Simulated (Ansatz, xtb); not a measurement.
# Relative energy of two isomers of C5H8OS

We compare a, `O=C[C@@H]1CC[C@H]1S`, a singlet, with b, `O=CC1(S)CCC1`, a singlet. Both are isolated molecules in the gas phase, relaxed with PBE0-D3(BJ)/def2-SVP; each stands in its lowest conformer found.

a (Å):

| atom | x (Å) | y (Å) | z (Å) |
| --- | --- | --- | --- |
| C | 0.4147 | 0.8474 | 0.8854 |
| C | -0.1397 | -0.5003 | 0.5404 |
| C | 0.7494 | -1.7392 | 0.7085 |
| C | 0.2563 | -2.2527 | -0.6575 |
| C | -0.2185 | -0.8252 | -0.9812 |
| O | 1.5282 | 1.0373 | 1.2985 |
| S | -1.7253 | -0.5192 | -1.9198 |
| H | -0.2808 | 1.7042 | 0.6869 |
| H | -1.1385 | -0.6159 | 0.9938 |
| H | 0.5635 | -2.3724 | 1.5869 |
| H | 1.8096 | -1.4474 | 0.7012 |
| H | 0.9843 | -2.7046 | -1.3465 |
| H | -0.6003 | -2.9366 | -0.5544 |
| H | 0.5632 | -0.2715 | -1.5263 |
| H | -2.5260 | -1.3070 | -1.1677 |

b (Å):

```xyz
15

C     0.0547    0.3397   -1.5536
C    -0.6470    0.0937   -0.2371
C     0.1637    0.6542    0.9544
C    -0.7510    1.8949    0.9221
C    -1.7626    1.1026    0.0696
O    -0.3679    1.0407   -2.4325
S    -0.9607   -1.6959   -0.1400
H     1.0218   -0.2175   -1.6525
H    -1.7934   -1.7601   -1.2040
H     1.2459    0.7892    0.7991
H     0.0112    0.0437    1.8571
H    -1.1003    2.2755    1.8921
H    -0.3009    2.7273    0.3615
H    -2.1928    1.5967   -0.8129
H    -2.5589    0.6464    0.6730
```

Quicker runs give these differences E(b) − E(a): GFN2-xTB −0.23 kcal/mol; HF/STO-3G +3.03 kcal/mol (at GFN2-xTB geometries); r2SCAN-D4/def2-SVP −1.25 kcal/mol (at GFN2-xTB geometries).

**Question.** Estimate E(b) − E(a) at the level CCSD(T)/def2-SVP + ΔMP2/def2-TZVPP.

**Answer.** Calculated at CCSD(T)/def2-SVP + ΔMP2/def2-TZVPP: E(b) − E(a) = −1.15 kcal/mol, so structure b lies lower.

Level by level:

| level | geometry | E(b) − E(a) (kcal/mol) | departure from the last row (kcal/mol) | job, with rough time for the two |
| --- | --- | --- | --- | --- |
| GFN2-xTB | GFN2-xTB | −0.23 | +0.92 | optimisation, 0.34 s |
| HF/STO-3G | GFN2-xTB | +3.03 | +4.18 | single point, 0.56 s |
| r2SCAN-D4/def2-SVP | GFN2-xTB | −1.25 | −0.10 | single point, 7.2 s |
| PBE0-D3(BJ)/def2-SVP | PBE0-D3(BJ)/def2-SVP | −1.12 | +0.03 | optimisation, 2 min |
| HF/def2-SVP | PBE0-D3(BJ)/def2-SVP | +0.16 | +1.31 | part of the CCSD(T) run |
| MP2/def2-SVP | PBE0-D3(BJ)/def2-SVP | −1.85 | −0.70 | part of the CCSD(T) run |
| CCSD(T)/def2-SVP | PBE0-D3(BJ)/def2-SVP | −1.44 | −0.28 | single point |
| CCSD(T)/def2-SVP + ΔMP2/def2-TZVPP | PBE0-D3(BJ)/def2-SVP | −1.15 |  | single point, 2.3 min |

As drawn, both hold the same kinds of bond in the same numbers.

HF/STO-3G puts the two in the other order. GFN2-xTB, HF/def2-SVP find them nearly level. The largest departure from CCSD(T)/def2-SVP + ΔMP2/def2-TZVPP is that of HF/STO-3G, 4.18 kcal/mol. The last row adds to CCSD(T) the change of the MP2 difference between the two basis sets, here +0.28 kcal/mol.

With thermal terms from frequencies at re-optimised GFN2-xTB minima (ideal gas, soft modes damped towards free rotors, one conformer each, 298.15 K, 1 atm): on the last row, ΔE + ΔZPE = −1.30, ΔH = −1.20, ΔG = −1.24 kcal/mol.

The correlated steps freeze 11 core orbitals. Mirror images aren't counted in ΔG. Codes used: Ansatz 0.2.0, xtb 6.7.1; the last row on 2 threads of Arm Neoverse V2 on a shared host.
